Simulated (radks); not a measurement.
Results of a calculation; reference values are marked as such.
The manganese ion Mn4+, 21 electrons, occupied as [Ne] 3s2 3p4 3d3 4s2 (not the ground configuration).

Level of theory: scalar-relativistic Kohn-Sham, PBE, spin-polarised, spherical densities, point nucleus; open shells are filled with parallel spins first (a radial shooting solver on a logarithmic mesh with Libxc functionals).

Energy parts (eV):
| part | energy |
|---|---|
| total | -31272.476 |
| kinetic | 31625.364 |
| electron-nucleus | -73045.795 |
| Hartree | 11494.371 |
| exchange-correlation | -1346.416 |

Orbitals (lengths in bohr, moments of r in powers of bohr):
orbital  occ.  eigenvalue (eV)   <1/r>
1s up       1        -6518.792   24.93
1s down     1        -6517.776   24.93
2s up       1        -831.1202   5.307
2s down     1        -828.3093   5.317
2p up       3        -717.7481   5.206
2p down     3        -715.0288   5.214
3s up       1        -164.8001   1.752
3s down     1        -156.1684   1.734
3p up       3        -132.3554   1.643
3p down     1        -123.9775   1.620
3d up       3         -81.2937   1.420
3d down     0         -73.5724   1.391
4s up       1         -49.2187  0.6802
4s down     1         -47.7372  0.6585
4p up       0         -40.5053  0.6158
4p down     0         -39.3460  0.5976
5s up       0         -22.3550  0.3507
5s down     0         -21.9415  0.3433

The highest occupied level is 4s down at -47.737 eV. The configuration is held as typed, so some empty levels lie below it. Summed over all electrons, <r^2> = 17.30 bohr^2, which gives a Langevin (diamagnetic) susceptibility term of -13.7 x 10^-6 cm^3/mol. Spin moment in Bohr magnetons: 5.

Run on one thread of a shared host, so times are rough (Intel(R) Xeon(R) Platinum 8559C): 0.14 s of CPU time, 0.14 s wall, 14 iterations on 2476 mesh points.
